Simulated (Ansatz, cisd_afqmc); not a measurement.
Species: C4H9Cl, charge 0, singlet. C4H9Cl (SMILES CCCCCl).
B3LYP-D3(BJ)/def2-TZVP minimum from Ansatz (a program for electronic structure):
```xyz
14

C     -2.7791    -0.0723    -0.0117
C     -1.3210    -0.4326    -0.2793
C     -0.4245     0.7976    -0.3842
C      1.0309     0.4919    -0.6760
Cl     1.8319    -0.3983     0.6855
H     -3.1857     0.5556    -0.8084
H     -2.8808     0.4775     0.9269
H     -3.4016    -0.9657     0.0580
H     -0.9479    -1.0806     0.5164
H     -1.2470    -1.0092    -1.2073
H     -0.4905     1.3891     0.5330
H     -0.7828     1.4412    -1.1968
H      1.6129     1.3994    -0.8152
H      1.1429    -0.1429    -1.5530
```
Charge 0, spin multiplicity 1.

Total energies in cc-pV(T+d)Z, 32 correlated electrons, 9 frozen orbitals. Radicals and triplets start from unrestricted determinants; spin-orbit coupling is neglected. Cores are frozen in correlated methods. No relativity. AFQMC is phaseless with a CISD trial state; ± is one standard error, without the phaseless bias. Outlying blocks are dropped, and bars are widened where a walk drifts. Over all cases where full CI ran beside it in this data, AFQMC minus full CI had a median of +0.1 mEh and passed +0.4 mEh in a tenth of the cases.

```tsv
method	program	energy (Eh)	minus AFQMC/CISD (mEh)
HF	Ansatz	-616.29494	998.1 ± 0.5
MP2	Ansatz	-617.19165	101.4 ± 0.5
CCSD	Ansatz	-617.25255	40.5 ± 0.5
CCSD(T)	Ansatz	-617.29102	2.0 ± 0.5
AFQMC/CISD	cisd_afqmc	-617.2930 ± 0.0005	0.0
```
